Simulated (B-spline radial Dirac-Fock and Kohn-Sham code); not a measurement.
Elastic and transport cross sections of aluminum for electrons

Method: relativistic (Dirac) partial waves in the static field of the Dirac-Fock atom with Furness-McCarthy exchange, without polarisation or absorption potentials. Computed with a radial atomic solver. Below a few hundred eV the neglected polarisation potential matters, most of all at small angles. σ_tr1 and σ_tr2 weight the cross section with 1 − P₁ and 1 − P₂ of cos θ; "backward" is the share scattered beyond 90°.

```
energy (eV)  σ (a₀²)  σ_tr1 (a₀²)  σ_tr2 (a₀²)  σ/σ_tr1  backward (%)
         50     27.9         12.1         12.0     2.30            17
       54.9     26.4         11.5         11.0     2.29            17
       60.7     25.0         10.9         10.0     2.30            17
       61.6     24.8         10.8         9.91     2.30            17
       70.1     23.2         9.93         8.83     2.34            16
       99.3     19.3         7.59         6.48     2.55            16
        100        ?            ?            ?        ?             ?
        104     18.9         7.29         6.22     2.59            16
        135     16.4         5.71         4.98     2.88            14
        153     15.3         5.02         4.48     3.05            14
        185     13.7         4.09         3.83     3.36            13
        200     13.1         3.74         3.59     3.51            12
        223     12.3         3.30         3.27     3.73            11
        279     10.7         2.51         2.70     4.27           9.9
        300     10.2         2.29         2.54     4.47           9.4
        315     9.93         2.15         2.43     4.61           9.1
        322     9.79         2.09         2.38     4.67           8.9
        382     8.76         1.68         2.04     5.22           7.8
        463     7.71         1.30         1.70     5.95           6.6
        500     7.32         1.17         1.57     6.28           6.1
        559     6.78        0.999         1.40     6.79           5.5
        625     6.28        0.853         1.25     7.36           4.9
```

Task: Fill in the row for 100 eV.

Result: σ = 19.3 a₀², σ_tr1 = 7.55 a₀², σ_tr2 = 6.44 a₀², σ/σ_tr1 = 2.55, backward 16 %. The ratio σ/σ_tr1 is roughly the number of elastic collisions that randomise the direction.
